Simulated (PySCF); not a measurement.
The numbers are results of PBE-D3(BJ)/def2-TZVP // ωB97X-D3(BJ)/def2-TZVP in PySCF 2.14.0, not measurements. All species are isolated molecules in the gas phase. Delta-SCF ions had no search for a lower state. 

Reference species (SMILES): `F/[SiH]=[SiH]/F` (neutral, multiplicity 1).

| Quantity | Result |
|---|---|
| HOMO–LUMO gap | 2.32 eV |
| vertical ionisation energy (Delta-SCF) | 8.34 eV |

Changed species: `F[Si](F)=[SiH2]`.

Task: Predict the effect on the HOMO–LUMO gap and vertical ionisation energy (Delta-SCF).

Result: the HOMO–LUMO gap increases by 0.67 eV, to 2.99 eV; the vertical ionisation energy (Delta-SCF) goes up by 0.61 eV, to 8.95 eV.
